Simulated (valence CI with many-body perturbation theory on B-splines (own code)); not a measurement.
**Pb58+: what each term of the Hamiltonian does**

Calculated by configuration interaction combined with many-body perturbation theory (CI+MBPT): six valence electrons over a frozen Dirac-Fock core [Ar], a basis of 7 s, 7 p, 8 d, 6 f, 4 g, 1 h functions for each j, with the one-electron correlation potential Σ1 (screened to all orders), the two-electron term Σ2, the three-electron term Σ3, Breit, model QED; selected single and double excitations, second order for the rest, scaled by the run's own slope (own B-spline code, finite nucleus).

The last digits are not significant, and no measured levels were compared; by estimate large intervals hold to a few tenths of a per cent, small ones and those within an open d or f shell to about a per cent. Core correlation moves these levels by up to 18000 cm⁻¹, and in measured spectra 5 to 20 % of such shifts remained as error; rates that hang on mixing are uncertain with them. Among the levels kept, up to 1100 cm⁻¹ of a level comes from second order outside the variational space, and about a tenth of that is noise between levels of different J, which matters for small intervals. The list stops below the first excitations out of the core. Only levels of the ground parity were solved; by the run's estimate the other parity begins above the list, which can be wrong where configurations are misplaced.

Each rung adds one term. CI alone is the Dirac-Coulomb CI over the frozen core; QED comes last and gives the full result, which names the levels. Energies are above (3d3/2^4 3d5/2^2) J=4 on the same rung, in cm⁻¹.

Levels are named by their leading jj configuration (3d3/2^4 stands for four electrons in 3d with j = 3/2), which in mixed levels can hold well under half, so a name can repeat and another be missing. Letters in brackets count levels of one name in rising energy.

| Level | CI alone |
| --- | --- |
| (3d3/2^4 3d5/2^2) J=2 | 71399 |
| (3d3/2^4 3d5/2^2) J=0 | 243036 |
| (3d3/2^3 3d5/2^3) J=3 [a] | 862200 |
| (3d3/2^3 3d5/2^3) J=4 [a] | 872610 |
| (3d3/2^3 3d5/2^3) J=1 [a] | 904845 |
| (3d3/2^3 3d5/2^3) J=6 | 962278 |
| (3d3/2^3 3d5/2^3) J=5 | 956131 |
| (3d3/2^3 3d5/2^3) J=2 [a] | 1015440 |
| (3d3/2^3 3d5/2^3) J=3 [b] | 1031680 |
| (3d3/2^3 3d5/2^3) J=0 | 1110040 |
| (3d3/2^3 3d5/2^3) J=4 [b] | 1164540 |
| (3d3/2^3 3d5/2^3) J=1 [b] | 1160100 |
| (3d3/2^3 3d5/2^3) J=2 [b] | 1170690 |
| (3d3/2^3 3d5/2^3) J=3 [c] | 1179020 |
| (3d3/2^2 3d5/2^4) J=2 [a] | 1774770 |
| (3d3/2^2 3d5/2^4) J=0 | 1795400 |

Question: What do these energies become with core correlation, Breit and QED?

Answer: (3d3/2^4 3d5/2^2) J=2 74881 (+3482); (3d3/2^4 3d5/2^2) J=0 253220 (+10184); (3d3/2^3 3d5/2^3) J=3 [a] 860653 (-1547); (3d3/2^3 3d5/2^3) J=4 [a] 866560 (-6050); (3d3/2^3 3d5/2^3) J=1 [a] 907499 (+2654); (3d3/2^3 3d5/2^3) J=6 934419 (-27859); (3d3/2^3 3d5/2^3) J=5 936933 (-19198); (3d3/2^3 3d5/2^3) J=2 [a] 1005560 (-9885); (3d3/2^3 3d5/2^3) J=3 [b] 1019110 (-12568); (3d3/2^3 3d5/2^3) J=0 1099370 (-10662); (3d3/2^3 3d5/2^3) J=4 [b] 1148640 (-15899); (3d3/2^3 3d5/2^3) J=1 [b] 1159590 (-505); (3d3/2^3 3d5/2^3) J=2 [b] 1162460 (-8236); (3d3/2^3 3d5/2^3) J=3 [c] 1169000 (-10020); (3d3/2^2 3d5/2^4) J=2 [a] 1768590 (-6189); (3d3/2^2 3d5/2^4) J=0 1794550 (-851).

Question: How does the ionisation energy move along the ladder, and which term matters most?

Answer: CI alone 6001.5, + Σ1 6003.7, + Σ2 6017.1, + Σ3 6017.5, + Breit 6014.4, + QED 6014.4 eV. The largest step is Σ2, 13.4 eV. NIST lists 6015 ± 6 eV (theoretical).
